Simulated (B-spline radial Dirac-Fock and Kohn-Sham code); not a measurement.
# X-ray lines that fill the 2s vacancy in Mn⁷⁺

System: manganese as Mn⁷⁺, [Ne] 3s2 3p6.

Method: independent-particle radiative and Coulomb Auger rates from relativistic LDA hole-state orbitals, with Dirac-Fock energies. Computed with a B-spline atomic structure program.

```
       line  multipole  energy (eV)  width (meV)  share (%)
      L1-L2         E1        121.2       0.0261      0.832
      L1-L3         E1        131.4       0.0676       2.15
Lβ4 (L1-M2)         E1        748.0         1.05       33.5
Lβ3 (L1-M3)         E1        749.6         1.99       63.5
```

The listed lines hold 100.0 % of the radiative rate. The radiative width is 0.00314 eV in the length form and 0.00305 eV in the velocity form; the two differ because the transition energies are not eigenvalue differences of the potential that gave the orbitals.
